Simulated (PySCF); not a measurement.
Species: C4H6BCl.
Atom-mapped SMILES: `[BH2:1][C@@H:2]([C:3]#[CH:4])[CH2:5][Cl:6]` (hydrogens: H7, H8 on B1; H9 on C2; H10 on C4; H11, H12 on C5)

The calculation used PySCF, PBE0-D3(BJ)/def2-SVP geometry optimisation, gas phase.

Problem. Give the optimised bond lengths and angles.

Solution. 
```tsv
bond	length (Å)	order
B1–C2	1.585	single
C2–C3	1.453	single
C3≡C4	1.218	triple
C2–C5	1.516	single
C5–Cl6	1.786	single
B1–H7, B1–H8	1.206	single
C2–H9	1.100	single
C4–H10	1.075	single
C5–H11	1.099	single
C5–H12	1.098	single
```

Bonds in one row agree within 0.01 Å and their mean is given. Orders are formal, as drawn. A selection of angles:
```tsv
angle	degrees
C2–B1–H7	119.6
C2–B1–H8	118.3
H7–B1–H8	122.1
B1–C2–C3	83.4
B1–C2–C5	118.1
B1–C2–H9	114.6
C3–C2–C5	114.1
C3–C2–H9	111.3
C5–C2–H9	112.2
C2–C3–C4	165.8
C3–C4–H10	176.7
C2–C5–Cl6	110.0
C2–C5–H11	112.3
C2–C5–H12	110.9
Cl6–C5–H11	107.0
Cl6–C5–H12	107.6
H11–C5–H12	108.9
```

Dihedral angles: B1–C2–C5–Cl6 73° (synclinal).

B1 (three-coordinate boron) is planar (angles 122.1°, 119.6° and 118.3°, sum 360.0°, 0.01 Å off the plane of its three neighbours). The C–C distances run from 1.218 Å (C3≡C4, drawn triple) to 1.516 Å (C2–C5, drawn single), a spread of 0.298 Å.

Point group: C1 (no symmetry element, even within 0.4 Å). No PBE0-D3(BJ)/def2-SVP frequencies stand behind this structure, so it isn't proved a minimum. One conformer, not necessarily the lowest (H–B1–C2–C3 89° and -90°, B1–C2–C5–Cl6 73°).
